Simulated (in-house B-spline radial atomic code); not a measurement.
**Ionising Ni2+ with different functionals**

Computed with a B-spline radial code for spherical atoms: four-component Dirac-Coulomb Hamiltonian, Fermi nucleus of rms radius 3.7757 fm, spin-restricted, spherical fractional occupations for the functionals, and exact exchange of hybrids averaged over the configuration. The ionisation energy is the difference of two self-consistent energies, [Ar] 3d8 → [Ar] 3d7, without Breit or QED terms; ε is the level of the shell that loses the electron (mean over j). The electron is taken from both j subshells in proportion to 2j + 1, so the result is a j average, not the step between ground levels.

```csv
method,rung,ΔSCF (eV),-ε(3d) (eV)
B3LYP,global hybrid,?,?
BHandHLYP,global hybrid,36.53,33.69
CAM-B3LYP,range-separated hybrid,37.24,32.65
LC-wPBE,range-separated hybrid,?,?
```

What does B3LYP give?

ΔSCF 37.27 eV, and -ε(3d) = 30.66 eV.

What does LC-wPBE give?

ΔSCF 37.31 eV, and -ε(3d) = 33.62 eV.

Among the functionals, which spreads more, the ΔSCF values or the orbital energies?

The orbital energies: ΔSCF values span about 0.77 eV and the orbital energies 3.03 eV.

How do they compare with the NIST value?

NIST lists 35.19 eV ± 0.019 (measured, ground level to ground level). Errors run from +1.35 to +2.12 eV. The correlated functionals all miss on the same side by more than they spread, so the cause is common to them (Breit-QED terms, spin polarisation, the choice among j levels, multiplet and fine-structure energies, or a listed next ion that isn't the cheapest removal here) and closeness doesn't rank the functionals.
